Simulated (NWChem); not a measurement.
# C$_{5}$H$_{5}$FSi; SMILES C#C[Si](C)(F)C#C

```xyz
12

C      1.3976    -0.1065    -2.4833
C      0.7087    -0.0171    -1.4874
Si    -0.3432     0.0719     0.0000
C     -1.6399    -1.2683     0.0000
F     -1.0736     1.5153     0.0000
C      0.7087    -0.0171     1.4874
C      1.3976    -0.1065     2.4833
H      2.0063    -0.1753    -3.3582
H     -2.2767    -1.1910    -0.8881
H     -2.2767    -1.1910     0.8881
H     -1.1732    -2.2597     0.0000
H      2.0063    -0.1753     3.3582
```
Atoms are numbered in this order, from 1.

Computed with NWChem. Pople sets run with spherical d functions. All runs use the structure optimised with B3LYP/6-31G* (spherical d). B3LYP is NWChem's, with the RPA form of VWN correlation. Level: B3LYP/6-31G* with SMD (1 M gas to 1 M solution), gas-phase geometry. Reactions with the solvent are ignored.

Q: Estimate the computed values for solvent water. Quantities: solvation free energy (kcal/mol); cavity-dispersion-structure term (kcal/mol); dipole in solution (D).

A: The solvation free energy (kcal/mol) is 1.0. The cavity-dispersion-structure term (kcal/mol) comes out as 8.5. The dipole in solution (D) comes out as 2.54.
